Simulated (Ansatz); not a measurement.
Computed with Ansatz on PBE0-D4/def2-TZVP structures; ΔE is electronic, products minus reactants. CCSD(T)/CBS adds triple-zeta CCSD(T) − MP2 to the extrapolated MP2 energy (def2 sets, frozen cores). Functionals use def2-TZVPP. For Ge outer-core shells are correlated without core-valence functions, which leaves a few kJ/mol of doubt a bond. Scalar relativity is left out up to krypton. Each species was taken in one conformer, which may not be the lowest.

`C=[CH][GeH2][CH]=C` + `BN[SiH3]` → `BN([SiH3])C=C` + `C=[CH][GeH3]`  (substitution at a C–Ge bond)

`C=[CH][GeH2][CH]=C`:

```xyz
13

C    -1.398    0.736    1.226
C    -1.343    0.900   -0.090
Ge   -0.345   -0.256   -1.292
C     1.231   -0.982   -0.417
C     1.868   -0.388    0.585
H    -1.983    1.396    1.861
H    -0.866   -0.065    1.731
H    -1.899    1.722   -0.535
H    -1.232   -1.423   -1.773
H     0.062    0.553   -2.541
H     1.615   -1.929   -0.789
H     2.757   -0.821    1.034
H     1.533    0.558    1.001
```

`BN[SiH3]`:

```xyz
9

B    -1.269    0.904    0.052
N     0.102    0.635    0.118
Si    0.872   -0.918   -0.086
H    -2.027    0.003   -0.165
H    -1.660    2.025    0.212
H     0.710    1.423    0.303
H     1.827   -0.877   -1.225
H    -0.193   -1.914   -0.343
H     1.637   -1.281    1.135
```

`BN([SiH3])C=C`:

Z-matrix (Å, degrees):
```
Si
N 1 1.765
H 1 1.485 2 109.8
H 1 1.485 2 109.8 3 -119.3
H 1 1.478 2 107.3 3 120.3
C 2 1.404 1 118.9 3 59.7
B 2 1.408 1 121.0 3 -120.3
C 6 1.329 2 126.1 1 0.0
H 6 1.086 2 113.4 1 -180.0
H 7 1.197 2 118.8 1 -180.0
H 7 1.194 2 119.4 1 -0.0
H 8 1.081 6 119.8 2 180.0
H 8 1.084 6 123.2 2 -0.0
```

`C=[CH][GeH3]`:

Cartesian coordinates in Å:
```
C -0.672 -0.037 -1.426
C -0.146 0.631 -0.406
Ge 0.539 -0.237 1.185
H -0.748 -1.120 -1.427
H -1.051 0.470 -2.310
H -0.096 1.716 -0.460
H 2.032 0.086 1.377
H 0.358 -1.756 1.032
H -0.216 0.248 2.435
```

Problem. Is it downhill or uphill in electronic energy at CCSD(T)/CBS, and by how much? (Best estimate.)

Solution. Computed: Uphill: ΔE = +29.8 kJ/mol.

Problem. What do these levels give: PBE-D4, PBE, r2SCAN, HF/def2-TZVPP, MP2/def2-QZVPP, HF/CBS(def2)? (An estimate is asked.)

Solution. Ansatz gave: PBE-D4 18.1, PBE 19.4, r2SCAN 21.3, HF/def2-TZVPP 30.8, MP2/def2-QZVPP 30.5, HF/CBS(def2) 29.5 kJ/mol.

Largest T1 diagnostic among the species: 0.013.
